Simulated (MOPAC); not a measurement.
MOPAC input (PM3):

```
PM3 PRECISE GNORM=0.05 LET XYZ UHF MS=0.5 GEO-OK AUX(PRECISION=9) THREADS=1
C5H11O

C    -2.69711375 1   -0.62612017 1   -0.37258293 1
C    -1.49180628 1    0.04625767 1    0.27804976 1
C    -0.20455478 1   -0.15681830 1   -0.51215750 1
C     1.04059849 1    0.43026325 1    0.17351789 1
C     2.29424883 1    0.41122585 1   -0.70711859 1
O     1.26304928 1   -0.09504818 1    1.41588317 1
H    -2.54706151 1   -1.70531446 1   -0.45393630 1
H    -3.60584372 1   -0.46025681 1    0.20855354 1
H    -2.87124053 1   -0.24043700 1   -1.38021641 1
H    -1.34903774 1   -0.34055152 1    1.28920875 1
H    -1.68329691 1    1.11969702 1    0.38282622 1
H    -0.29723841 1    0.29200769 1   -1.50588836 1
H    -0.02567887 1   -1.22578383 1   -0.66834118 1
H     0.81297637 1    1.49348935 1    0.41594086 1
H     3.13738382 1    0.84937537 1   -0.17419705 1
H     2.12911395 1    0.96734942 1   -1.63115173 1
H     2.54729416 1   -0.61803949 1   -0.96811555 1
```

Output:

```
 *******************************************************************************
 **                                                                           **
 **                              MOPAC v23.2.5                                **
 **                                                                           **
 *******************************************************************************
 ** MOPAC's Digital Object Identifier: https://doi.org/10.5281/zenodo.6511958 **
 **                                                                           **
 ** Please cite the open-source release paper for use of this MOPAC version:  **
 ** J. E. Moussa and J. J. P. Stewart (2026)                                  **
 ** MOPAC: An open-source semiempirical molecular orbital program             **
 ** J. Open Source Softw., 11(119), 8025, https://doi.org/10.21105/joss.08025 **
 *******************************************************************************

                              PM3 CALCULATION RESULTS

 *******************************************************************************
 *  PM3        - The PM3 Hamiltonian to be used
 *  GEO-OK     - OVERRIDE INTERATOMIC DISTANCE AND OTHER SAFETY CHECKS
 *  UHF        - UNRESTRICTED HARTREE-FOCK CALCULATION
 *  MS=        - IN MECI, MAGNETIC COMPONENT OF SPIN =  0.5
 *  LET        - OVERRIDE SOME SAFETY CHECKS
 *  PRECISE    - TIGHTER CRITERIA TO BE USED
 *  XYZ        - CARTESIAN COORDINATE SYSTEM TO BE USED
 *  GNORM      - EXIT WHEN GRADIENT NORM DROPS BELOW 0.050
 *  AUX        - OUTPUT AUXILIARY INFORMATION
 *******************************************************************************
PM3 PRECISE GNORM=0.05 LET XYZ UHF MS=0.5 GEO-OK AUX(PRECISION=9) THREADS=1
 C5H11O

   ATOM   CHEMICAL          X               Y               Z
  NUMBER   SYMBOL      (ANGSTROMS)     (ANGSTROMS)     (ANGSTROMS)

     1       C         -2.69711375  *  -0.62612017  *  -0.37258293  *
     2       C         -1.49180628  *   0.04625767  *   0.27804976  *
     3       C         -0.20455478  *  -0.15681830  *  -0.51215750  *
     4       C          1.04059849  *   0.43026325  *   0.17351789  *
     5       C          2.29424883  *   0.41122585  *  -0.70711859  *
     6       O          1.26304928  *  -0.09504818  *   1.41588317  *
     7       H         -2.54706151  *  -1.70531446  *  -0.45393630  *
     8       H         -3.60584372  *  -0.46025681  *   0.20855354  *
     9       H         -2.87124053  *  -0.24043700  *  -1.38021641  *
    10       H         -1.34903774  *  -0.34055152  *   1.28920875  *
    11       H         -1.68329691  *   1.11969702  *   0.38282622  *
    12       H         -0.29723841  *   0.29200769  *  -1.50588836  *
    13       H         -0.02567887  *  -1.22578383  *  -0.66834118  *
    14       H          0.81297637  *   1.49348935  *   0.41594086  *
    15       H          3.13738382  *   0.84937537  *  -0.17419705  *
    16       H          2.12911395  *   0.96734942  *  -1.63115173  *
    17       H          2.54729416  *  -0.61803949  *  -0.96811555  *

          CARTESIAN COORDINATES

    NO.       ATOM           X           Y           Z

     1         C         -2.6971     -0.6261     -0.3726
     2         C         -1.4918      0.0463      0.2780
     3         C         -0.2046     -0.1568     -0.5122
     4         C          1.0406      0.4303      0.1735
     5         C          2.2942      0.4112     -0.7071
     6         O          1.2630     -0.0950      1.4159
[...]
  15    H        3.127765305     0.853592276    -0.249679140
  16    H        2.023185399     1.045570743    -1.622707240
  17    H        2.486530266    -0.573916014    -1.076179060

           Empirical Formula: C5 H11 O  =    17 atoms

      MOLECULAR POINT GROUP   :   C1

          ALPHA EIGENVALUES
 -39.65612 -34.67734 -30.63517 -26.48916 -21.44286 -20.93728 -17.46807 -16.48251
 -16.01106 -15.48444 -14.32725 -13.88171 -13.57502 -13.15382 -13.04562 -12.43355
 -11.61452 -11.48598 -11.32866   2.85838   3.05832   3.60454   3.64900   3.82818
   3.86775   3.94113   4.10262   4.19759   4.26404   4.43127   4.48303   4.80484
   4.89963   4.93516   5.40713

           BETA EIGENVALUES
 -39.55916 -34.55578 -30.40505 -26.45679 -21.42266 -20.58496 -17.07554 -16.21019
 -15.65540 -15.37704 -13.99239 -13.84373 -13.19085 -13.04357 -12.60118 -12.38661
 -11.59810 -10.99393  -0.54839   2.94556   3.30059   3.63976   3.67747   3.84142
   3.87318   3.97537   4.12677   4.20371   4.27697   4.44834   4.53094   4.82199
   4.91280   4.94743   5.59674

              NET ATOMIC CHARGES AND DIPOLE CONTRIBUTIONS

  ATOM NO.   TYPE          CHARGE      No. of ELECS.   s-Pop       p-Pop
    1          C          -0.108738        4.1087     1.13815     2.97059
    2          C          -0.098238        4.0982     1.15754     2.94069
    3          C          -0.125781        4.1258     1.17109     2.95470
    4          C           0.075068        3.9249     1.16986     2.75507
    5          C          -0.136088        4.1361     1.14682     2.98927
    6          O          -0.194288        6.1943     1.90970     4.28459
    7          H           0.039728        0.9603     0.96027
    8          H           0.039145        0.9609     0.96086
    9          H           0.036367        0.9636     0.96363
   10          H           0.062209        0.9378     0.93779
   11          H           0.045453        0.9545     0.95455
   12          H           0.057010        0.9430     0.94299
   13          H           0.064606        0.9354     0.93539
   14          H           0.094527        0.9055     0.90547
   15          H           0.053107        0.9469     0.94689
   16          H           0.045029        0.9550     0.95497
   17          H           0.050883        0.9491     0.94912
 DIPOLE           X         Y         Z       TOTAL
 POINT-CHG.    -0.428     0.697    -1.271     1.511
 HYBRID        -0.044     0.132    -0.292     0.324
 SUM           -0.472     0.829    -1.563     1.831

          ATOMIC ORBITAL ELECTRON POPULATIONS

     Atom    s        px        py        pz
    1  C   1.13815   0.97272   1.00108   0.99679
    2  C   1.15754   0.94179   1.00162   0.99729
    3  C   1.17109   0.94635   1.01783   0.99052
    4  C   1.16986   0.93464   0.93965   0.88079
    5  C   1.14682   0.97630   1.02293   0.99004
    6  O   1.90970   1.88619   1.17554   1.22286
    7  H   0.96027
    8  H   0.96086
    9  H   0.96363
   10  H   0.93779
   11  H   0.95455
   12  H   0.94299
   13  H   0.93539
   14  H   0.90547
   15  H   0.94689
   16  H   0.95497
   17  H   0.94912

                    (SZ)    =    0.500000
                    (S**2)  =    0.755228

          ATOMIC ORBITAL SPIN POPULATIONS

    Atom   Total    s     px     py     pz
         Atomic
    1  C  0.0006  0.000  0.000  0.000  0.000
    2  C -0.0029 -0.000 -0.002 -0.000 -0.001
    3  C  0.0339  0.006  0.014  0.007  0.008
    4  C -0.0773 -0.014 -0.012 -0.028 -0.024
    5  C  0.0352  0.007  0.014  0.003  0.011
    6  O  0.8927 -0.000  0.044  0.716  0.133
    7  H -0.0000 -0.000
    8  H -0.0001 -0.000
    9  H -0.0001 -0.000
   10  H  0.0004  0.000
   11  H  0.0001  0.000
   12  H -0.0026 -0.003
   13  H -0.0018 -0.002
   14  H  0.1294  0.129
   15  H -0.0029 -0.003
   16  H -0.0036 -0.004
   17  H -0.0010 -0.001

 **********************
 *                    *
 * JOB ENDED NORMALLY *
 *                    *
 **********************

 == MOPAC DONE ==
```

The geometry given is a B3LYP-D3(BJ)/def2-TZVP minimum.
